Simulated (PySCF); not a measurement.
Geometry:
| atom | x (Å) | y (Å) | z (Å) |
| --- | --- | --- | --- |
| C1 | 0.279 | 1.772 | 0.407 |
| C2 | -0.274 | 0.434 | 0.093 |
| C3 | -1.631 | 0.068 | -0.027 |
| C4 | -1.643 | -1.264 | -0.337 |
| O5 | -0.410 | -1.752 | -0.419 |
| C6 | 0.442 | -0.730 | -0.161 |
| C7 | 1.864 | -0.922 | -0.153 |
| O8 | 2.706 | -0.102 | 0.055 |
| Cl9 | 2.315 | -2.603 | -0.493 |
| H10 | 1.144 | 1.679 | 1.059 |
| H11 | 0.616 | 2.258 | -0.509 |
| H12 | -0.476 | 2.397 | 0.875 |
| H13 | -2.480 | 0.706 | 0.104 |
| H14 | -2.455 | -1.942 | -0.516 |

Level of theory: GFN2-xTB structure, NMR shieldings at PBE0/pcSseg-1/GIAO, in PySCF 2.14 (one conformer, no solvent model, relativity neglected, fast rotation and ring inversion assumed for equivalent nuclei).

Scale: TMS for ¹³C, ¹H; ¹⁷O against H2O; HCl for ³⁵Cl (reference shieldings calculated alike).

```json
{"atoms": "H10/H11/H12", "nucleus": "¹H", "count": "3", "Hirshfeld charge": "0.05", "δ (ppm)": "?"}
{"atoms": "C4", "nucleus": "¹³C", "count": "1", "Hirshfeld charge": "0.04", "δ (ppm)": "153.8"}
{"atoms": "Cl9", "nucleus": "³⁵Cl", "count": "1", "Hirshfeld charge": "-0.08", "δ (ppm)": "429"}
{"atoms": "C6", "nucleus": "¹³C", "count": "1", "Hirshfeld charge": "0.02", "δ (ppm)": "?"}
{"atoms": "H13", "nucleus": "¹H", "count": "1", "Hirshfeld charge": "0.06", "δ (ppm)": "6.74"}
{"atoms": "O8", "nucleus": "¹⁷O", "count": "1", "Hirshfeld charge": "-0.21", "δ (ppm)": "530.2"}
{"atoms": "C3", "nucleus": "¹³C", "count": "1", "Hirshfeld charge": "-0.08", "δ (ppm)": "123.2"}
{"atoms": "C1", "nucleus": "¹³C", "count": "1", "Hirshfeld charge": "-0.11", "δ (ppm)": "14.8"}
{"atoms": "H14", "nucleus": "¹H", "count": "1", "Hirshfeld charge": "0.08", "δ (ppm)": "?"}
{"atoms": "O5", "nucleus": "¹⁷O", "count": "1", "Hirshfeld charge": "-0.05", "δ (ppm)": "?"}
{"atoms": "C7", "nucleus": "¹³C", "count": "1", "Hirshfeld charge": "0.15", "δ (ppm)": "164.3"}
{"atoms": "C2", "nucleus": "¹³C", "count": "1", "Hirshfeld charge": "0.01", "δ (ppm)": "147.1"}
```

Problem. Estimate the values marked ?.

Solution. 
- C6: 147.4 ppm, substituted aromatic carbon next to the ring oxygen
- H14: 7.63 ppm, hydrogen on an aromatic CH next to the ring oxygen; ring-current deshielding
- H10/H11/H12: 2.65 ppm, hydrogen on a methyl carbon on an aromatic ring; benzylic-type position, deshielded by the ring
- O5: 312.7 ppm, aromatic ring oxygen

Carbons that carry Cl, above all several Cl atoms, come out too deshielded, partly because spin–orbit coupling is missing. Shifts are as computed. Against solution values, carbons near 30 ppm lie about +3 ppm off and those near 130 ppm about +5 ppm; carbons on Cl a further +6 ppm. Of 1211 compounds with measured shifts, 218 miss one by over three times the rms of a fit or turn the order of signals round; such compounds aren't used in these exercises. Unscaled 17O shifts of doubly bonded oxygen tend to come out too high, by tens of ppm or more. Experimental scales use liquid or dissolved standards, which lie at an offset from isolated H2O (liquid H2O: subtract about 36 ppm).
